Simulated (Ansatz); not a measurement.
A run for Ansatz (a program for electronic structure): FCI/cc-pVDZ on H4 rectangle, a point of a bond scan (R = 2.200 Å).

Ansatz 0.2 input:
```yaml
crystal:
  periodic: [false, false, false]
  atoms:
    - {symbol: H, position_ang: [0.00000000, 0.00000000, 0.00000000]}
    - {symbol: H, position_ang: [0.00000000, 0.00000000, 1.00000000]}
    - {symbol: H, position_ang: [2.20000000, 0.00000000, 0.00000000]}
    - {symbol: H, position_ang: [2.20000000, 0.00000000, 1.00000000]}
basis:
  gaussian:
    orbitals: cc-pVDZ
magnetization: {spin_polarized: false}
correlation: {method: fci, electrons: outside_noble_gas}
```

Program output:

```
WARN ansatz: RAYON_NUM_THREADS=2 ignored (pool sized by the plan → 2); use --threads N
Functional definition: HF
integrals: 0.00 GiB planned
316 factors; integrals over basis functions are off by at most 2.5e-7 eV
mean field: 0.04 GiB planned
mean field evaluation 1: about -59.4758 eV, gradient 4.6e0 eV
mean field evaluation 2: about -59.4768 eV, gradient 4.6e0 eV
mean field evaluation 4: about -59.5828 eV, gradient 3.1e-2 eV
mean field evaluation 8: about -59.5828 eV, gradient 1.5e-6 eV
mean field -59.58276114 eV, -2.1896260853 hartree, gradient 1.5e-6 eV, S^2 0.000000; 0 other end points of the search recorded, 0 dependent functions left out
reference -59.58276114 eV, -2.1896260853 hartree; 2, 2 occupied and 18, 18 virtual orbitals, 316 factors
configuration interaction: 0.04 GiB planned
state -61.81974793 eV, -2.2718338336 hartree
Total energy: -61.81974793 eV, -2.2718338336 hartree
```

The run converged.

Cost: about 0.9 core-seconds (a rough figure).
